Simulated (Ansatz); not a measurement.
PBE exchange is replaced step by step with exact exchange (0 % is PBE, 25 % PBE0; no dispersion term), basis def2-SVP, Ansatz. System: Cu2S2. The state is a singlet with charge 0. Geometry: r2SCAN-D4/def2-SVP.

Geometry of the singlet:

```xyz
4

Cu   -1.0750   -0.0873   -0.6834
Cu    1.1571   -0.1872    0.5062
S    -0.7227   -0.8392    1.2856
S     0.6406    1.1138   -1.1084
```

The restricted singlet is unstable towards broken spin symmetry at other levels; at PBE-D4/def2-SVP, PBE with 10 % exact exchange/def2-SVP, PBE with 15 % exact exchange/def2-SVP, PBE0-D4/def2-SVP and others this wasn't settled. The geometry of the singlet was relaxed on an unsound state (restricted singlet, unstable towards broken spin symmetry at other levels and untested here). At PBE0-D4/def2-TZVP a triplet of charge 0 lies 0.09 eV below the restricted singlet, each at its own geometry. The structure comes from a short search, and lower isomers may exist.

```
exact exchange (%)  HOMO (eV)  LUMO (eV)  gap (eV)
                 0      -4.97      -4.75      0.22
                10      -5.48      -4.49      0.99
                25      -6.23      -4.10      2.13
                40      -6.99      -3.73      3.26
```

**Question.** Estimate the row for 15 %.

**Answer.** 
```json
{"exact exchange (%)": "15", "HOMO (eV)": "-5.73", "LUMO (eV)": "-4.36", "gap (eV)": "1.37"}
```
